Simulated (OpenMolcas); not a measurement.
Au2+ among 6 point charges of -1.5 e arranged as a trigonal antiprism (D3d), 2.07 Å from the ion, with a polar angle of 53.6° against the regular 54.74°.
```
   0.0000    1.6670    1.2272  -1.50
  -1.4437   -0.8335    1.2272  -1.50
   1.4437   -0.8335    1.2272  -1.50
   0.0000   -1.6670   -1.2272  -1.50
   1.4437    0.8335   -1.2272  -1.50
  -1.4437    0.8335   -1.2272  -1.50
```

```json
{"Program": "OpenMolcas", "Method": "CASSCF", "Basis": "ANO-RCC-VDZP [7s6p4d2f]", "Scalar Hamiltonian": "DKH2, point nucleus", "Active space": "9 electrons in 5 orbitals (5d)", "State averaging": "2S+1 = 2 even, 5 roots", "Spin-orbit coupling": "state interaction with AMFI integrals over the reference wave functions"}
```

(1) What is the spin-free ground state (labels of D3, the rotations of D3d)?

(2) Where is the first state of the same spin?

(3) What are the lowest two levels with spin-orbit coupling?

(4) What is χT at 300 K, and how does it compare with the textbook value?

Answers

(1) 2E, 2-fold in its orbital part, 100 % from free-ion D terms; it has the highest spin that d9 allows.

(2) 2A1 at 7060 cm-1 above the ground state.

(3) A 2-fold level E3/2 with g = 0.00, 0.00, 3.49, then a 2-fold level E1/2 310.8 cm-1 above it. Their leading multiplicities are 2 (100 %) and 2 (100 %).

(4) The lowest level has 2S+1 = 2, for which the spin-only value is χT = S(S+1) / 2 = 0.375 cm3 K/mol (g = 2). The computed 0.921 at 300 K differs by +0.546, through orbital momentum, spin-orbit coupling and any other state in reach.

An orbital doublet at a regular site is open to a Jahn-Teller distortion, which this geometry leaves out. Point charges carry no covalency, so the field is a model and not that of real ligands. No measured value stands beside these numbers.
